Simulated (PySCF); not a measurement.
SMILES O[Si](O)(O)N[SiH3] (H7NO3Si2) (CAM-B3LYP/def2-SVP optimised geometry):

```
13

Si    -1.466    -1.108     0.000
N      0.273    -1.108     0.000
Si     1.307    -0.416    -1.181
O      0.362    -0.090    -2.500
O      2.532    -1.487    -1.426
O      2.033     1.014    -0.800
H     -2.032     0.270     0.000
H     -2.033    -1.811    -1.189
H     -1.917    -1.818     1.227
H      0.726    -1.614     0.756
H     -0.091    -0.827    -2.923
H      3.357    -1.109    -1.751
H      1.520     1.818    -0.929
```

Calculation: CAM-B3LYP/def2-TZVP in PySCF 2.14.0.

### Question
What are the frontier orbital energies and the dipole moment?

### Answer
HOMO-2 -10.92 eV, HOMO-1 -10.68 eV, HOMO -9.12 eV, LUMO 0.93 eV, LUMO+1 2.04 eV; dipole moment 0.17 D.

On the same geometry PBE/def2-TZVP run with PySCF gives HOMO-2 -7.70 eV, HOMO-1 -7.45 eV, HOMO -6.30 eV, LUMO -0.77 eV, LUMO+1 0.33 eV; dipole moment 0.19 D.

Meta-Löwdin charges at CAM-B3LYP/def2-TZVP: Si1 0.65, N2 -0.84, Si3 1.53, O4 -0.77, O5 -0.76, O6 -0.77, H7 -0.12, H8 -0.13, H9 -0.11, H10 0.25, H11 0.36, H12 0.36, H13 0.36.
